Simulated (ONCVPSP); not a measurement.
Potentials for C (Z = 6) compared

Generated with ld1.x 7.5 (TM, RRKJ, ultrasoft, PAW), atompaw 4.2 or ONCVPSP 4.0.1. The cutoff is in Ry: for ld1.x and atompaw files where the sum of valence levels is converged to 10 mRy in a Bessel basis, for ONCV files where the hardest occupied wave has 1 mHa per electron of residual kinetic energy. The error is the largest all-electron minus pseudo excitation energy over each file’s own four to seven test configurations (ionisations up to +4, promotions, holes and added fractions of an electron), all of which were solved. The labels leave out finer settings (local radius, basis sizes, second energies), which also bear on the numbers. Spin-polarised tests are not counted. The rows are a selection from randomly drawn settings: files with unsolved tests, undetermined cutoffs or missed reference levels are left out.

A true bound ghost makes a file unfit for plane-wave use even where its test errors are small: the radial tests pick states by their node count and pass the ghost by.

```tsv
potential	cutoff (Ry)	largest error (meV)	bound ghosts
ONCV, PBE, non-relativistic, rc 1.10/2.95/2.85 (spd), local s, core correction yes, reference 2s2 2p2, qcut 5/4/3.1, projectors 0/2/1	80	+2966	none
ONCV, PBE, scalar-relativistic, rc 1.10/1.65/1.50 (spd), local s, core correction yes, reference 2s2 2p2, qcut 6.2/9.3/5.9, projectors 0/2/2	48	+356	none
ONCV, PW91, scalar-relativistic, rc 1.00/3.25/3.05 (spd), local smoothed, core correction yes, reference 2s2 2p2, qcut 5.6/3.8/3.1, projectors 1/2/2	56	+4136	d
ONCV, PBE, scalar-relativistic, rc 1.20/2.00/1.90 (spd), local smoothed, core correction no, reference 2s2 2p1.75, qcut 5.9/7.1/4.5, projectors 2/2/2	36	+247	none
ONCV, PBEsol, scalar-relativistic, rc 0.60/2.55/2.00 (spd), local smoothed, core correction no, reference 1s2 2s2 2p1, qcut 21/5.2/5.6, projectors 2/3/2	329	+631	none
ONCV, revPBE, scalar-relativistic, rc 1.20/1.20/1.20 (spd), local smoothed, core correction yes, reference 2s2, qcut 4.5/7.8/8.7, projectors 3/1/1	172	-119	none
ONCV, Wu-Cohen, scalar-relativistic, rc 1.30/2.95/2.25 (spd), local smoothed, core correction yes, reference 2s2 2p1.5, qcut 5.3/5.5/4.2, projectors 3/2/2	29	+1445	none
```

Question: Fill in the row for C: ONCV, PBE, fully relativistic, rc 1.30/3.20/2.50 (spd), local smoothed, core correction yes, reference 2s1.5 2p2.5, qcut 4.4/3.5/4.5, projectors 2/3/2.

Answer: cutoff 97 Ry, largest error +2672 meV, bound ghosts: none.
